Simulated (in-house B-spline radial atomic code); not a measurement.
Successive ionisation energies of chlorine; each step leads to the configuration of the next row (after the last: [He] 2s2 2p5). NIST's values go from ground level to ground level; the uncertainty of those that are theory runs from under 0.1 % in few-electron ions to several per cent in heavy many-electron ones. Computed with a radial B-spline atomic code at the basis-set limit: non-relativistic Hartree-Fock, average of the configuration, point nuclei.

```tsv
ion	configuration	ionisation energy (eV)	tabulated value (eV)	tabulated kind	computed minus tabulated (eV)	highest orbital	largest mean radius (bohr)
Cl	[Ne] 3s2 3p5	12.7	12.96763	measured	-0.3	3p	1.842
Cl+	[Ne] 3s2 3p4	?	?	measured	?	?	?
Cl2+	[Ne] 3s2 3p3	37.3	39.8	semi-empirical	-2.5	3p	1.6115
Cl3+	[Ne] 3s2 3p2	?	?	semi-empirical	?	?	?
Cl4+	[Ne] 3s2 3p1	66.7	67.68	semi-empirical	-1.0	3p	1.456
Cl5+	[Ne] 3s2	94.7	96.94	semi-empirical	-2.3	3s	1.3276
Cl6+	[Ne] 3s1	113.4	114.2013	measured	-0.8	3s	1.2834
Cl7+	[He] 2s2 2p6	347.2	348.306	measured	-1.1	2p	0.43835
```

(1) Fill in the row of Cl+.

(2) Fill in the row of Cl3+.

(3) Where is the largest jump?

(4) How far is this level of theory from the measured and semi-empirical values?

## Answers

(1) ionisation energy (eV): 24.3; tabulated value (eV): 23.81364; computed minus tabulated (eV): 0.5; highest orbital: 3p; largest mean radius (bohr): 1.7126.

(2) ionisation energy (eV): 51.4; tabulated value (eV): 53.24; computed minus tabulated (eV): -1.8; highest orbital: 3p; largest mean radius (bohr): 1.5277.

(3) From Cl6+ to Cl7+, by a factor of 3.06 (113.36 to 347.18 eV); the highest orbital goes from 3s to 2p.

(4) Over those 8 rows the differences run from -2.51 to +0.506 eV (mean absolute value 1.3 eV). The calculation leaves out relativity, correlation and, in open shells, the multiplet splittings that an average leaves out.
